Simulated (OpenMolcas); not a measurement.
**Computed transition rates of neutral oxygen**

- Program: OpenMolcas 26.06
- Method: SS-CASPT2, IPEA 0.25 Eh, imaginary shift 0.1 Eh (closed shells correlated: 1s)
- Basis: ANO-RCC-VQZP [5s4p3d2f1g]
- Scalar Hamiltonian: DKH2, point nucleus
- Active space: 6 electrons in 4 orbitals (2s 2p)
- State averaging: 2S+1 = 3 even, 3 roots; 2S+1 = 1 even, 6 roots
- Spin-orbit coupling: RASSI with atomic mean-field integrals over the reference wave functions, term energies averaged over their components

Rates come from the transition moments of the reference wave functions (E1 and E2 in the length form). At fixed line strength A goes as λ^-3 for E1 and M1 and as λ^-5 for E2, so a rate at the computed wavelength can be rescaled to the measured one. Measured vacuum wavelengths follow from level energies in NIST Handbook of Basic Atomic Spectroscopic Data. Branching counts decays inside the model space alone, at computed energies, and the table is only a selection of the E2 and M1 lines, drawn from those between levels with measured partners whose computed energy lies within a factor of 1.5 of the measured one.

```
      Upper        Lower  Type  λ computed (nm)  λ measured (nm)  A computed (s-1)  A rescaled (s-1)  Branching %
2s² 2p⁴ ¹S₀  2s² 2p⁴ ¹D₂    E2            577.9            557.9          1.11e+00          1.32e+00         93.6
2s² 2p⁴ ¹S₀  2s² 2p⁴ ³P₁    M1            306.1            297.3          7.58e-02                            6.4
2s² 2p⁴ ¹D₂  2s² 2p⁴ ³P₂    M1            644.5            630.2          6.98e-03                           75.3
2s² 2p⁴ ¹D₂  2s² 2p⁴ ³P₁    M1            650.9            636.6          2.26e-03                           24.4
2s² 2p⁴ ³P₁  2s² 2p⁴ ³P₂    M1            66460            63190          7.69e-05          8.95e-05        100.0
2s² 2p⁴ ³P₀  2s² 2p⁴ ³P₁    M1           135900           145500          2.16e-05          1.76e-05        100.0
```

Spin-changing lines and M1 lines between different terms are not rescaled, since their strength hangs on the term gaps too.

The largest correction is for 2s² 2p⁴ ³P₀ → 2s² 2p⁴ ³P₁ (M1): 2.16e-05 × (135900 / 145500)^3 = 1.76e-05 s-1, a factor of 0.81.

The computed rate and branching of 2s² 2p⁴ ³P₁ → 2s² 2p⁴ ³P₂ give the upper level a radiative lifetime of 1.000 / 7.69e-05 s-1 = 1.30e+04 s, counting decays inside the model space alone. The rescaled rate gives about 1.1e+04 s.

No measured rate stands beside these. Rescaling mends the energy factor alone: line strengths can still be far off where a level mixes with configurations outside the active space, and weak or spin-changing lines hang on small mixing coefficients that depend on the term gaps too, so rescaling need not improve them.

CASPT2 does not keep the components of a term degenerate, so their means are used; among the terms shown or strongly mixed into the levels shown the widest spread is 120 cm-1 (2s² 2p⁴ ¹D). Measured partners are found by configuration, term and J. A level has none where our copy of the source lacks it or the pairing is in doubt (some pairs that miss far off the trend of their configuration count as doubtful). Only configurations of the active space appear.
